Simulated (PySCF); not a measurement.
Harmonic spectrum computed at PBE0 in the def2-TZVP basis family (core potentials from Rb on, PySCF, no spin–orbit coupling):

| symmetry | ω (cm⁻¹) | IR (km/mol) |
| --- | --- | --- |
| a1 | 1011 | 71.2 |
| a1 | 2048 | 206 |
| b2 | 2051 | 254 |

Question: Which molecule gave it? In each, all ligands are bound to the one heavy central atom.
A. GaH₂ (doublet)
B. H₂S (singlet)
C. PH₂ (doublet)
D. CdH₂ (singlet)
E. SiH₂ (singlet)

Answer: E. It has C2v symmetry with Si–H 1.526 Å (×2).
